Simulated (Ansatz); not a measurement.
`[OH][GaH2]` and `[SH][GaH2]` differ in one element.

Ansatz, PBE0-D4/def2-TZVP geometries, multiplicity 1. 

Scalar relativity is left out up to krypton.

```
                                      property  `[OH][GaH2]`
             LUMO energy (PBE/def2-TZVPP) / eV         -1.98
           LUMO energy (B3LYP/def2-TZVPP) / eV         -1.49
         HOMO energy (ωB97M-V/def2-TZVPP) / eV        -10.80
             HOMO energy (PBE/def2-TZVPP) / eV         -7.17
size of the dipole moment (PBE/def2-TZVPP) / D          1.32
       HOMO–LUMO gap (ωB97M-V/def2-TZVPP) / eV         11.31
```

Question: Give the same properties after the change, and the shifts. (Best estimate.)

Answer: Computed: 
```json
{"property": "LUMO energy (PBE/def2-TZVPP) / eV", "`[SH][GaH2]`": "-2.28", "shift": "-0.30"}
{"property": "LUMO energy (B3LYP/def2-TZVPP) / eV", "`[SH][GaH2]`": "-1.77", "shift": "-0.28"}
{"property": "HOMO energy (ωB97M-V/def2-TZVPP) / eV", "`[SH][GaH2]`": "-9.90", "shift": "0.90"}
{"property": "HOMO energy (PBE/def2-TZVPP) / eV", "`[SH][GaH2]`": "-6.58", "shift": "0.59"}
{"property": "size of the dipole moment (PBE/def2-TZVPP) / D", "`[SH][GaH2]`": "1.01", "shift": "-0.31"}
{"property": "HOMO–LUMO gap (ωB97M-V/def2-TZVPP) / eV", "`[SH][GaH2]`": "10.10", "shift": "-1.21"}
```

With PBE0 the HOMO rises by 0.81 eV and the LUMO falls by 0.32 eV, so the gap narrows by about 1.13 eV. PBE moves the HOMO by 0.59 eV and ωB97M-V by 0.90 eV. Dipoles are sizes alone; their direction can turn.

B3LYP here is the variant with VWN-RPA as its local correlation; programs differ in this.
